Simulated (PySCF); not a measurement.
Exercise with solution: chemical shift, span and skew from a shielding tensor

DMF (C3H7NO), SMILES CN(C)C=O. Atoms are numbered in the order given.

```xyz
12

C     -0.7469     1.5847     0.0000
N     -0.0169     0.3488     0.0000
C      1.4213     0.4051     0.0000
C     -0.6472    -0.8569     0.0000
O     -0.1035    -1.9371     0.0000
H     -1.8266     1.3767     0.0000
H     -0.5138     2.1918     0.8924
H     -0.5138     2.1918    -0.8924
H      1.7994    -0.6252     0.0000
H      1.7981     0.9309    -0.8940
H      1.7981     0.9309     0.8940
H     -1.7586    -0.7393     0.0000
```

Geometry: PBE0-D3(BJ)/def2-SVP. The values are those of a single conformer.

GIAO shieldings from PBE0/pcSseg-1 (PySCF), non-relativistic, no solvent. The symmetric part of the tensor of C4 has the principal values -68.7, 63.3, 72.5 ppm. The same nucleus in TMS has σ = 186.3 ppm at this level (PySCF, at its B3LYP-D3(BJ)/def2-TZVP geometry).

Task: Work out the isotropic shielding, the ¹³C shift against TMS, the span and the skew.

Result: 
σ(iso) = (σ11 + σ22 + σ33)/3 = 22.4 ppm. δ = σ(ref) − σ(iso) = 186.3 − (22.4) = 163.9 ppm.
Span Ω = σ33 − σ11 = 141.2 ppm. Skew κ = 3(σ(iso) − σ22)/Ω = -0.87. Tumbling in solution averages the tensor to δ; in a static solid the shielding alone would spread this spin-1/2 line over Ω.
